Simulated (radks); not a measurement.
Spin polarisation of the 4f11 shell in Ho. Start: [Xe] 4f(up 5.5, down 5.5) 6s2; electrons of 4f are moved from spin down to spin up, other shells keep equal spins. Calculated with a radial shooting solver on a logarithmic mesh with Libxc functionals: scalar-relativistic Kohn-Sham, PBE, spin-polarised, spherical densities, point nucleus.

moment (Bohr magnetons)  E - E(0) (eV)  e(4f up) (eV)  e(4f down) (eV)  6s down minus up (eV)  5p down minus up (eV)
0                                0.000         -3.145           -3.145                  0.000                 0.000
0.75                            -0.105         -3.418           -2.860                  0.019                  0.227
1.5                             -0.418         -3.677           -2.562                  0.039                  0.454
2.25                            -0.941         -3.923           -2.251                  0.059                  0.681
3                               -1.673         -4.155           -1.928                  0.079                  0.910

At moment 3 the spin-polarisation energy is -1.673 eV and the 4f exchange splitting 2.227 eV, that is 0.742 eV per Bohr magneton; E = -I m^2/4 would give I = 0.743 eV.
